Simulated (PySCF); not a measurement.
## Gas-phase thermal properties of As4

Computed with PySCF (xtb for GFN2) and rigid-rotor harmonic-oscillator thermochemistry at 1 bar. 6-31G* has spherical d functions here. All species are closed-shell singlets. B3LYP is the form with VWN-RPA correlation. As: all electrons, no relativistic terms. The harmonic model lacks anharmonicity and excited electronic states, which grow with temperature; levels with a mode under 35 cm⁻¹ are left out.

```tsv
level	point group	σ	ZPE (kJ/mol)	S°298 (J/mol/K)	Cp298 (J/mol/K)	S°1000 (J/mol/K)	H1000 − H298 (kJ/mol)
B3LYP/6-31G*	Td	12	9.2	327.4	77.1	425.2	57.0
GFN2-xTB	Td	12	9.0	327.8	77.4	425.7	57.1
HF/6-31G*	Td	12	10.2	322.7	75.9	419.8	56.7
PBE/def2-SVP	Td	12	9.2	327.3	77.1	425.0	57.0
PBE0/def2-TZVP	Td	12	9.8	324.4	76.4	421.8	56.9
```
σ: rotational symmetry number. Electronic degeneracy used: 1. Frequencies are unscaled.
